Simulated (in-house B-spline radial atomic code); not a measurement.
A run on an ion of nuclear charge 40 with 40.8 electrons that did not converge. Method: scalar-relativistic (X2C) HSE06, spin-polarised, spherical fractional occupations, Fermi nucleus of rms radius 4.2694 fm; computed with an all-electron radial atomic-structure program (B-spline basis).

Command:
```bash
python run_scf.py task.json out
```
Settings (nuclear radius in fm, mass in u):
```
Z                40
configuration    [Kr] 4d2.8 5s2
hamiltonian      x2c
method           hse06
spin_polarised   True
nucleus          fermi
rms_radius       4.2694
atomic_mass      89.9047
speed_of_light   137.035999084
```

First and last ten iterations of the last attempt (damped for 15 steps, keeping 80 % of the old Fock matrix, then DIIS):
```
 iter        energy (Eh)    residual
    1       -3596.107064    4.30e-01
    2       -3596.366850    1.54e-01
    3       -3597.161756    9.38e-02
    4       -3597.562703    5.91e-02
    5       -3597.760501    3.79e-02
    6       -3597.854873    2.74e-02
    7       -3597.897661    1.88e-02
    8       -3597.915752    1.24e-02
    9       -3597.922845    8.05e-03
   10       -3597.925502    5.26e-03
  111       -3596.856165    5.64e-02
  112       -3596.846877    5.66e-02
  113       -3596.846557    5.66e-02
  114       -3596.847135    5.66e-02
  115       -3596.847324    5.66e-02
  116       -3596.846320    5.66e-02
  117       -3596.846349    5.66e-02
  118       -3596.846187    5.66e-02
  119       -3596.845851    5.66e-02
  120       -3596.152157    6.40e-02
 not converged after 120 iterations
```

The smallest residual met was 4.2e-05; the threshold is about 4e-07. No energy from this run should be used. The likely cause: this method binds the added charge weakly or not at all at the basis-set limit, so charge moves back and forth between the atom and the box. Time taken, with all properties: 11 s on 1 thread of Arm Neoverse V2, with other jobs on the host.
